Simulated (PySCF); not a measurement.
Electron correlation in Ru²⁺ (ruthenium, charge +2)

[Kr] 4d5 5s1, high-spin 7S determinant (an excited configuration). All numbers are calculated (PySCF 2.14, the spin-free X2C one-electron Hamiltonian (Gaussian nucleus), in x2c-TZVPPall). Frozen: [Ar] 3d10; 14 electrons correlated.

MP2 pair energies summed by pair of shells (mhartree):

```
 pair   energy  share (%)
4p-4d  -153.49       40.8
4p-4p   -71.75       19.1
4d-4d   -59.48       15.8
4s-4p   -29.40        7.8
4d-5s   -20.22        5.4
4s-4d   -20.08        5.3
4p-5s   -15.97        4.2
4s-4s    -4.45        1.2
4s-5s    -1.09        0.3
```

Total MP2 correlation energy: -375.94 mhartree.

Same-spin part -142.91 and opposite-spin part -233.03 mhartree; SCS-MP2 scales them by 1/3 and 6/5 to -327.27 mhartree.

This basis was not built for core-valence correlation, so the inner-shell part is incomplete.
